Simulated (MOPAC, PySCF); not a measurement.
H₉BSi₃, SMILES `[SiH3]B([SiH3])[SiH3]`, neutral singlet in the gas phase. 

Cartesian coordinates (Å):
SMILES: [SiH3]B([SiH3])[SiH3]
```xyz
13

Si    -0.6497     1.8392     0.5263
B     -0.0406    -0.0239     0.1144
Si     1.9183    -0.4371     0.1754
Si    -1.3131    -1.4601    -0.4605
H     -0.6193     2.5317    -0.7883
H     -2.0249     1.9273     1.0658
H      0.2670     2.5578     1.4409
H      2.1374    -0.8881     1.5749
H      2.7858     0.7371    -0.0708
H      2.3288    -1.5333    -0.7311
H     -0.8261    -2.8210    -0.1380
H     -1.3648    -1.3321    -1.9402
H     -2.6875    -1.3099     0.0671
```
Charge 0, multiplicity 1.

All levels are single points at this geometry (M06-2X/def2-TZVP); Pople sets use spherical d functions. Orbital energies aren't observables, and empty levels follow the basis.

AM1 in MOPAC gives dipole (D) = 0.07.

Q: Estimate the dipole (D) from each of these levels: M06-2X/def2-TZVP in PySCF; B3LYP/3-21G in PySCF; B3LYP/6-311+G** in PySCF; B3LYP/6-31G* in PySCF; B3LYP/LANL2DZ in PySCF; M06-2X/6-31G* in PySCF; PBE/6-31G* in PySCF; PM3 in MOPAC.

A: 
```
level                      dipole (D)
-------------------------  ----------
M06-2X/def2-TZVP in PySCF        0.11
B3LYP/3-21G in PySCF             0.04
B3LYP/6-311+G** in PySCF         0.09
B3LYP/6-31G* in PySCF            0.08
B3LYP/LANL2DZ in PySCF           0.02
M06-2X/6-31G* in PySCF           0.10
PBE/6-31G* in PySCF              0.03
PM3 in MOPAC                     0.14
```
